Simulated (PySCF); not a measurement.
**Distorted geometries of [Dy(PH3)2]3+**

[Dy(PH3)2]3+ (singlet in the valence; each metal's 4f electrons, 9 of them, lie in its core potential, out of spins and levels). PySCF 2.14.0, RKS B3LYP, Dy lcecp-1-SVP with ECP55, P def2-SVP, H def2-SVP; non-relativistic Hamiltonian with scalar-relativistic core potentials where named; density fitting; no spin-orbit coupling. Relaxed geometry:

```xyz
9

Dy    1.3174    0.6065    0.0000
P    -0.1691   -0.0823    2.4403
H     0.6987   -0.2727    3.5514
H    -1.0869    0.9287    2.8391
H    -0.9315   -1.2775    2.3369
P    -0.1691   -0.0823   -2.4403
H     0.6987   -0.2727   -3.5514
H    -0.9315   -1.2775   -2.3369
H    -1.0869    0.9287   -2.8391
```

Task: Order these distorted geometries by energy above the relaxed one, lowest first.
A.
```xyz
9

Dy    1.2966    0.6657   -0.0160
P    -0.1996   -0.0932    2.4000
H     0.7172   -0.3290    3.6084
H    -1.0843    0.9277    2.8558
H    -0.9289   -1.2866    2.3903
P    -0.1747   -0.0517   -2.4633
H     0.6950   -0.2967   -3.5499
H    -0.8880   -1.2588   -2.3142
H    -1.0936    0.9216   -2.9111
```
B.
```xyz
9

Dy    1.2749    0.5636    0.0106
P    -0.1181   -0.0201    2.4234
H     0.6861   -0.2181    3.4905
H    -1.1813    0.8779    2.8415
H    -0.7889   -1.2265    2.3519
P    -0.2189   -0.1560   -2.3382
H     0.6550   -0.2959   -3.5559
H    -0.8780   -1.2361   -2.3868
H    -1.0910    0.9101   -2.8369
```
C.
```xyz
9

Dy    1.3151    0.5933   -0.0162
P    -0.1598   -0.0727    2.4500
H     0.6828   -0.2881    3.5267
H    -1.0731    0.9270    2.8372
H    -0.9424   -1.2268    2.3340
P    -0.1768   -0.0445   -2.4134
H     0.6889   -0.2626   -3.5868
H    -0.8801   -1.3266   -2.3269
H    -1.1148    0.9000   -2.8045
```

Result: C (0.10 eV), A (0.14 eV), B (0.61 eV).

Task: Which forces (eV/Å) act in the one that lies 0.14 eV up?

Result: 
```
Dy  -0.05 -0.03  0.02
P    1.39  0.13  1.70
H   -0.93  0.38 -1.45
H   -0.03 -0.07 -0.07
H   -0.39 -0.39 -0.21
P    0.24 -0.03  0.20
H    0.16  0.03 -0.16
H   -0.21 -0.16  0.03
H   -0.17  0.14 -0.05
```
Forces carry noise of the integration grid, about 0.01 to 0.03 eV/Å.

A frequency check found unstable modes (2, the lowest at -31 cm⁻¹), so the relaxed geometry is a saddle point, or these are noise. An lcecp potential fixes the number of 4f electrons, so in runs with it no electron can move into or out of that shell.
